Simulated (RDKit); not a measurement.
RDKit input (UFF):

```python
from rdkit import Chem
from rdkit.Chem import AllChem, rdDetermineBonds

mol = Chem.MolFromXYZFile('mol.xyz')
rdDetermineBonds.DetermineBonds(mol, charge=0)
print('SMILES', Chem.MolToSmiles(Chem.RemoveHs(mol)))
ff = AllChem.UFFGetMoleculeForceField(mol)
e0 = ff.CalcEnergy()
flag = ff.Minimize(maxIts=5000, forceTol=1e-5)
print(f'energy {e0:.4f} -> {ff.CalcEnergy():.4f} kcal/mol, converged: {flag == 0}')
print(Chem.MolToXYZBlock(mol))
```
mol.xyz:
```
12

C     -3.86644500    -1.28114900    -0.36032200
C     -2.36742200    -1.33594600    -0.55290400
O     -1.79731400    -0.17814300     0.08398700
Ge    -0.06155000     0.08772000     0.05940300
Br     0.68919700     0.25391900    -2.11987800
Br     0.29635900     2.04083500     1.19806000
Br     1.02991400    -1.67457600     1.08093500
H     -4.33360000    -2.14768100    -0.83268200
H     -4.11693100    -1.28645300     0.70083300
H     -4.27767600    -0.37662200    -0.80925600
H     -1.95051600    -2.24280300    -0.10487300
H     -2.11143100    -1.33200300    -1.61657000
```

Output:

```
SMILES CC[O][Ge]([Br])([Br])[Br]
energy 12.7413 -> 2.4467 kcal/mol, converged: True
12

C     -3.844968   -1.347681   -0.402684
C     -2.331801   -1.220712   -0.487245
O     -1.930919   -0.048062    0.176538
Ge    -0.135484    0.085303    0.065785
Br     0.545774    0.219460   -2.159198
Br     0.535410    2.025039    1.162941
Br     0.891705   -1.738565    1.090992
H     -4.174288   -2.271268   -0.924042
H     -4.163267   -1.401183    0.660144
H     -4.327640   -0.470792   -0.884217
H     -1.883302   -2.120132   -0.009446
H     -2.048635   -1.184311   -1.562834
```

The geometry given is a B3LYP-D3(BJ)/def2-TZVP minimum.
